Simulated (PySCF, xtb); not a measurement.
H3O4Si, SMILES [O][Si](O)(O)O, multiplicity 2. One conformer was computed; it need not be the lowest.

Harmonic wavenumbers (cm⁻¹) from xtb with GFN2-xTB at its own minimum, in rising order: 153, 228, 232, 275, 293, 300, 316, 339, 703, 811, 824, 839, 860, 975, 1085, 3650, 3684, 3688.

Task: What does PySCF with B3LYP-D3(BJ)/def2-SVP give at its own minimum? (An estimate is asked for; the answer gives what the named calculation found.)

Result: 121, 217, 225, 286, 306, 329, 338, 373, 752, 794, 802, 814, 880, 986, 1008, 3866, 3873, 3884. Paired by order, the mean absolute difference is 54 cm⁻¹ and the zero-point energies are 27.5 and 28.4 kcal/mol.
